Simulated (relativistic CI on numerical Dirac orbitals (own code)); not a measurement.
These numbers are calculated, not measured: Dirac-Coulomb-Breit CI, separate exchange-only KLI orbitals for each configuration, model QED (radiative potential, 1s self-energy scaled to tabulated hydrogen-like ionisation energies), valence Slater integrals scaled by 0.85, configuration energies shifted to the measured levels that pair with them (semi-empirical) (own radial code, finite nucleus).

Configurations in the expansion (outside the closed core [Ne]): 3s2 3p2, 3s 3p3, 3s2 3p 3d, 3s2 3p 4s, 3s2 3p 4p, 3s2 3p 5s, 3p4, 3s2 3d2, 3s 3p2 3d, 3p2 3d2, 3s2 3d 4s, 3p3 3d, 3s2 3p 4d, 3s2 3d 4p, 3s2 3p 4f, 3s2 4s2, 3s 3p2 4s, 3s 3p 3d2, 3s2 3p 5p, 3p3 4s, 3s2 4s 4p, 3s2 3p 5d, 3p3 4p, 3s2 3p 5f, 3s2 3p 5g, 3s 3p2 4p, 3s 3p 3d 4s, 3s2 4p2, 3s 3p 3d 4p, 3s 3p 4s2. Levels of other configurations are missing.

Configurations whose levels could be paired with our table of measured levels were shifted onto them, all but the ground configuration, by the median error of their levels; single terms can still be off by 1,000 to 2,000 cm⁻¹ or more, and rates follow the energies as ν³ (E1, M1) or ν⁵ (E2). The others borrow a shift and can be off by several thousand cm⁻¹ or more. The fine structure of a lone outer electron comes out too small, for d and f at times inverted, and misplaced configurations move strength between like terms. 24 of the 24 excited levels that our extract of the measured tables holds in this range could be paired (the sources list more); they are missed by 221 cm⁻¹ on average and 1774 at most, after the shifts were fitted to these levels, and levels without a partner can miss by more.

Outline of the computed level scheme of Cl IV. Lowest level of each configuration: 3s2 3p2 3P_0 at 0.0000 eV; 3s 3p3 5S°_2 at 9.1639 eV; 3s2 3p 3d 1D°_2 at 16.2622 eV; 3s2 3p 4s 3P°_0 at 26.6593 eV; 3s 3p2 3d 3P_2 at 27.9969 eV; 3p4 1D_2 at 28.9935 eV.

Some strong electric-dipole decays among the lowest 45 levels: 3s2 3p 3d 1F°_3 → 3s2 3p2 1D_2 (2.3e+10 s⁻¹); 3s2 3p 3d 3D°_3 → 3s2 3p2 3P_2 (2.1e+10 s⁻¹); 3s 3p3 1D°_2 → 3s2 3p2 1D_2 (1.8e+10 s⁻¹); 3s2 3p 3d 1P°_1 → 3s2 3p2 1S_0 (1.5e+10 s⁻¹); 3s2 3p 3d 3D°_2 → 3s2 3p2 3P_1 (1.4e+10 s⁻¹); 3s2 3p 3d 3P°_0 → 3s2 3p2 3P_1 (1.4e+10 s⁻¹); 3s2 3p 3d 3D°_1 → 3s2 3p2 3P_0 (1.1e+10 s⁻¹); 3s2 3p 3d 3D°_1 → 3s2 3p2 3P_1 (9.8e+09 s⁻¹).

Rates of lines that live on the mixing of spin multiplicities can be off by large factors.

LS names give the leading component of a level, which can be under half, so a name can repeat, a term be missing and a line seem to break the LS rules.
